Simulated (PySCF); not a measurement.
PySCF input for C₃H₄O₃, SMILES O=C1OCCO1 (connectivity only; charge and spin as stated), charge +1, multiplicity 2, PBE/pcH-1. Geometry: ωB97X-D3(BJ)/def2-SVP. A frequency run showed that this geometry is not a minimum. The spin state was assumed, not searched. One conformer was computed; it need not be the lowest.

```python
import numpy as np
from pyscf import gto, scf, dft
from pyscf.prop.hfc import uks as hfc

mol = gto.M(
    atom='''
    O    -0.00000000   -0.00000001    2.05681726
    C     0.00000000   -0.00000000    0.89659588
    O     0.00000000    1.10745424    0.04566007
    C    -0.00000000    0.75042987   -1.28228036
    C     0.00000000   -0.75042986   -1.28228037
    O    -0.00000000   -1.10745423    0.04566006
    H     0.87386840    1.22929902   -1.79432750
    H    -0.87386839    1.22929903   -1.79432750
    H    -0.87386839   -1.22929901   -1.79432752
    H     0.87386839   -1.22929902   -1.79432751
    ''',
    basis='pcH-1',
    charge=1,
    spin=1,
    max_memory=1600,
    verbose=3,
)
mf = dft.UKS(mol, xc='pbe').density_fit(auxbasis='def2-universal-jkfit')
mf.grids.level = 3
mf.conv_tol = 1e-10
mf.max_cycle = 100
mf.kernel()
fine, coarse = mf.grids, dft.Grids(mol).set(level=1).build(with_non0tab=True)
for _ in range(3):  # follow internal instabilities
    mf.grids = coarse
    mo, _, stable, _ = mf.stability(return_status=True, nroots=4)
    mf.grids = fine
    if stable:
        break
    mf.kernel(mf.make_rdm1(mo, mf.mo_occ))
A = hfc.HFC(mf).make_fcdip(mf.make_rdm1())  # Fermi contact and dipolar terms, MHz
print('atom   A(iso)/MHz   principal dipolar parts/MHz')
for i, a in enumerate(A):
    w = np.linalg.eigvalsh((a + a.T) / 2)
    print(f'{mol.atom_symbol(i):2s}{i + 1:3d} {w.mean():12.2f}', (w - w.mean()).round(2))
```

Log of the run:

```

WARN: HOMO -0.311708639346396 >= LUMO -0.311708639346392


WARN: HOMO -0.500480391471379 >= LUMO -0.499651419030109


WARN: HOMO -0.500495985225689 >= LUMO -0.499623223264677


WARN: HOMO -0.498755250480091 >= LUMO -0.497849539898703


WARN: HOMO -0.496595083225664 >= LUMO -0.496798552364523


WARN: HOMO -0.495924114464565 >= LUMO -0.496278230058156


WARN: HOMO -0.496822761010051 >= LUMO -0.496686898809503


WARN: HOMO -0.500175088866618 >= LUMO -0.49926644622518


WARN: HOMO -0.50013511711642 >= LUMO -0.499318283131477


WARN: HOMO -0.499014782628035 >= LUMO -0.498642753130257


WARN: HOMO -0.500293564392117 >= LUMO -0.499462244597848


WARN: HOMO -0.500026230362343 >= LUMO -0.499855692670939


WARN: HOMO -0.500522208335919 >= LUMO -0.499915047532089


WARN: HOMO -0.500449528854742 >= LUMO -0.499589934407623


WARN: HOMO -0.500529861237539 >= LUMO -0.499608606328022


WARN: HOMO -0.500418355087894 >= LUMO -0.499850344377658


WARN: HOMO -0.500106213917937 >= LUMO -0.499577033718252


WARN: HOMO -0.499742763359205 >= LUMO -0.498746084056761


WARN: HOMO -0.499604452736067 >= LUMO -0.499048330426938


WARN: HOMO -0.500152806584266 >= LUMO -0.499492240539623


WARN: HOMO -0.500131658486231 >= LUMO -0.499206769191531


WARN: HOMO -0.499919893018393 >= LUMO -0.499400534159631


WARN: HOMO -0.499962469065057 >= LUMO -0.499240655147384


WARN: HOMO -0.500006751401396 >= LUMO -0.499470544399447


WARN: HOMO -0.500010356045807 >= LUMO -0.499185200086341


WARN: HOMO -0.499935096677588 >= LUMO -0.49959141118376


WARN: HOMO -0.5001738089962 >= LUMO -0.500029960653935


WARN: HOMO -0.500016634495556 >= LUMO -0.499949510262916


WARN: HOMO -0.500083683782576 >= LUMO -0.4997452750189


WARN: HOMO -0.500095389058096 >= LUMO -0.499747878527953


WARN: HOMO -0.49999824675458 >= LUMO -0.499748751677438


WARN: HOMO -0.499717492076177 >= LUMO -0.498935614111139


WARN: HOMO -0.499955025592407 >= LUMO -0.49951061444531


WARN: HOMO -0.500469240166616 >= LUMO -0.500241213703417


WARN: HOMO -0.50012164637482 >= LUMO -0.49993458097248


WARN: HOMO -0.500432347846719 >= LUMO -0.500251530982138


WARN: HOMO -0.50030964568261 >= LUMO -0.499710380561293


WARN: HOMO -0.500161121642239 >= LUMO -0.499819503322543


WARN: HOMO -0.500152395112008 >= LUMO -0.499987279797428


WARN: HOMO -0.500132498491668 >= LUMO -0.50001167635507


WARN: HOMO -0.500009234423348 >= LUMO -0.499966062883051


WARN: HOMO -0.500657472700049 >= LUMO -0.499816093416321


WARN: HOMO -0.500705989813349 >= LUMO -0.499935586132026


WARN: HOMO -0.50069169582684 >= LUMO -0.500015495576482


WARN: HOMO -0.500244211206129 >= LUMO -0.499352408716886


WARN: HOMO -0.500399709332934 >= LUMO -0.499751299607554


WARN: HOMO -0.500133888692035 >= LUMO -0.499199143799337


WARN: HOMO -0.500114756310049 >= LUMO -0.499196342012214


WARN: HOMO -0.500154629456417 >= LUMO -0.499354593302798


WARN: HOMO -0.500158634080132 >= LUMO -0.499340334943672


WARN: HOMO -0.500120405403043 >= LUMO -0.499462625496021


WARN: HOMO -0.500117896724742 >= LUMO -0.499513541196713


WARN: HOMO -0.500468361143548 >= LUMO -0.499719703417245


WARN: HOMO -0.465133691725622 >= LUMO -0.465134639804273

SCF not converged.
SCF energy = -341.455660516595 after 100 cycles  <S^2> = 0.76134996  2S+1 = 2.0113179
<class 'pyscf.df.df_jk.DFUKS'> wavefunction has an internal instability

WARN: HOMO -0.499940747129781 >= LUMO -0.498944795910578


WARN: HOMO -0.500334979986708 >= LUMO -0.499707158137052


WARN: HOMO -0.498038789146108 >= LUMO -0.49726850080403


WARN: HOMO -0.497497931727242 >= LUMO -0.497074797270878


WARN: HOMO -0.499962619019285 >= LUMO -0.499220672443787


WARN: HOMO -0.499859652859214 >= LUMO -0.499314996747447


WARN: HOMO -0.500018053714656 >= LUMO -0.499028612260931


WARN: HOMO -0.499989428680899 >= LUMO -0.499306233138677


WARN: HOMO -0.49983825186775 >= LUMO -0.499190863055989


WARN: HOMO -0.499498139206063 >= LUMO -0.499136316075283


WARN: HOMO -0.499418947518545 >= LUMO -0.498969815500001


WARN: HOMO -0.499584285080979 >= LUMO -0.4991223497071


WARN: HOMO -0.499161073458689 >= LUMO -0.498823214962658


WARN: HOMO -0.499446795900291 >= LUMO -0.499305202347566


WARN: HOMO -0.499558162979088 >= LUMO -0.49941405680186


WARN: HOMO -0.500423754431685 >= LUMO -0.499492584070589


WARN: HOMO -0.500161153326117 >= LUMO -0.49989106640583


WARN: HOMO -0.500013171369358 >= LUMO -0.499266990542058


WARN: HOMO -0.499772816716361 >= LUMO -0.499638509403445


WARN: HOMO -0.50015148107597 >= LUMO -0.499846996004466


WARN: HOMO -0.500164727085261 >= LUMO -0.499755960882711


WARN: HOMO -0.500344740608392 >= LUMO -0.499675182812366


WARN: HOMO -0.500231780067223 >= LUMO -0.500140768867205


WARN: HOMO -0.500659604731188 >= LUMO -0.499878923411116


WARN: HOMO -0.500625885830503 >= LUMO -0.499934824720722


WARN: HOMO -0.500292964701297 >= LUMO -0.500096053734434


WARN: HOMO -0.500152488812119 >= LUMO -0.499511774136505


WARN: HOMO -0.500117280726087 >= LUMO -0.500085379953984


WARN: HOMO -0.500225249417986 >= LUMO -0.499466642356179


WARN: HOMO -0.500229486751519 >= LUMO -0.499555326865969


WARN: HOMO -0.500234541406805 >= LUMO -0.499748295082278


WARN: HOMO -0.500164024357215 >= LUMO -0.499869851264649


WARN: HOMO -0.500231121305585 >= LUMO -0.500118012954033


WARN: HOMO -0.500159839914102 >= LUMO -0.500082422060062


WARN: HOMO -0.500188257432518 >= LUMO -0.499972285566518


WARN: HOMO -0.500362982592862 >= LUMO -0.500144215039985


WARN: HOMO -0.500169637820006 >= LUMO -0.499868710879827


WARN: HOMO -0.500243544356268 >= LUMO -0.499966396604106


WARN: HOMO -0.500233446112494 >= LUMO -0.499937080863868


WARN: HOMO -0.500155774137539 >= LUMO -0.499862686760093


WARN: HOMO -0.5003182693856 >= LUMO -0.500009775848958


WARN: HOMO -0.50030949465136 >= LUMO -0.499847147394445


WARN: HOMO -0.500784006309206 >= LUMO -0.500047373574799


WARN: HOMO -0.500580660690471 >= LUMO -0.499944243013757


WARN: HOMO -0.500651113406724 >= LUMO -0.499917905124839


WARN: HOMO -0.500615299841141 >= LUMO -0.499938754013506


WARN: HOMO -0.500639293913503 >= LUMO -0.49994618631276


WARN: HOMO -0.500618736671719 >= LUMO -0.499941098477138


WARN: HOMO -0.50061783997387 >= LUMO -0.499942592825211


WARN: HOMO -0.500613712517605 >= LUMO -0.499943806819331


WARN: HOMO -0.500610774098621 >= LUMO -0.499943984445015


WARN: HOMO -0.500610970110469 >= LUMO -0.499944311797694


WARN: HOMO -0.500611113791911 >= LUMO -0.499944244661462


WARN: HOMO -0.500610147252054 >= LUMO -0.499944327815432

SCF not converged.
SCF energy = -341.660188442129 after 100 cycles  <S^2> = 0.75293524  2S+1 = 2.0029331
<class 'pyscf.df.df_jk.DFUKS'> wavefunction is stable in the internal stability analysis
atom   A(iso)/MHz   principal dipolar parts/MHz
O   1         0.32 [-9.21 -0.48  9.69]
C   2       -16.01 [-3.27  0.39  2.88]
O   3       -16.43 [-96.02  47.62  48.39]
C   4       -27.25 [-11.26  -9.35  20.61]
C   5       -27.25 [-11.26  -9.35  20.61]
O   6       -16.43 [-96.03  47.63  48.4 ]
H   7       247.71 [-9.4  -6.97 16.38]
H   8       220.11 [-9.2  -6.76 15.96]
H   9       220.13 [-9.2  -6.76 15.96]
H  10       247.73 [-9.4  -6.97 16.38]
```

Convergence was not reached.
